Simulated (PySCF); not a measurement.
Species: TiI2Cl2 (singlet state).
Structure used (PBE0-D3(BJ)/def2-SVP), in Å, numbered top down from 1:
```
atom  x, y, z in Å
Ti1   -0.0573   -0.0176   -0.0694
I2    -0.3450   -0.0923    2.4421
I3     2.4137   -0.0255   -0.5956
Cl4   -0.9546    1.7613   -0.8756
Cl5   -0.9820   -1.7363   -0.9636
```

Computed with PBE0-D3(BJ)/def2-SVP geometry optimisation, gas phase, def2 core potentials past Kr (PySCF).

Problem. Which atoms are bound to Ti1, and at what distances?

Solution. 4 atoms: Cl5 2.147 Å, Cl4 2.149 Å, I3 2.526 Å, I2 2.529 Å.

Problem. List the angles at Ti1.

Solution. 
```csv
angle,degrees,distance of the outer atoms (Å)
I2–Ti1–Cl4,110.5,3.85
I2–Ti1–Cl5,109.9,3.84
I3–Ti1–Cl4,109.4,3.82
I3–Ti1–Cl5,109.4,3.82
Cl4–Ti1–Cl5,109.1,3.50
I2–Ti1–I3,108.5,4.10
```

Problem. What is the shape at Ti1?

Solution. Tetrahedral: angles from 108.5° to 110.5°; τ4 = (360° − α − β)/141° = 0.99 with α and β the two widest (0 for a square, 1 for a tetrahedron). Differences among atoms that C2v makes equivalent are scatter left by the optimiser.

Problem. What are the rotational constants (commonest isotopes, rigid rotor)?

Solution. A = 773.6, B = 394.0, C = 335.1 MHz: an asymmetric top.

Point group: C2v (every atom within 0.08 Å of its image). Charge 0, singlet. No frequency check.
